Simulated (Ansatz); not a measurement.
H7Ge3 (SMILES [GeH2][GeH2][GeH3]), doublet, at a GFN2-xTB geometry. Base run: PBE0/6-311G** (Ansatz, a program for electronic structure).

Input for Ansatz:
Ansatz 0.2 input:
```yaml
crystal:
  periodic: [false, false, false]
  atoms:
    - {symbol: Ge, position_ang: [2.13903938, 0.20733498, -0.26319809]}
    - {symbol: Ge, position_ang: [-0.03611317, -0.83982798, 0.16501999]}
    - {symbol: Ge, position_ang: [-1.98275419, 0.57966115, 0.09606902]}
    - {symbol: H, position_ang: [1.84262237, 1.02420873, -1.57002114]}
    - {symbol: H, position_ang: [2.07065990, 1.46618144, 0.67148073]}
    - {symbol: H, position_ang: [-0.30453460, -2.01804050, -0.77225778]}
    - {symbol: H, position_ang: [-0.06745565, -1.58036333, 1.50261258]}
    - {symbol: H, position_ang: [-3.27104294, -0.15536264, 0.36117884]}
    - {symbol: H, position_ang: [-2.17490700, 1.26059438, -1.22995204]}
    - {symbol: H, position_ang: [-1.94084666, 1.69340064, 1.10444934]}
basis:
  gaussian:
    orbitals: 6-311G__.json
hamiltonian:
  xc: pbe0
magnetization: {spin_polarized: true, initial_magnetization: 1}
```
The basis file holds 6-311G** in the JSON format of the Basis Set Exchange.

The base run was repeated with changes; each row names its change, and settings that it needs were set with it.

```csv
change,ΔE vs base (µEh)
base,0.0
fitting.mean_field = cc-pVTZ-JKFIT,-33.5
"point_charge = charge:0.5 position_ang:0.1185, -1.7318, -5.5988",-510
"final_grid = 6, 12, 29",-7.2
lower_state_search = full,0.0
lower_state_search = light,0.0
forces = on,0.0
lower_state_search = off,0.0
"final_grid = 14, 28, 59",-1.6
"final_grid = 4, 8, 17",-172
```
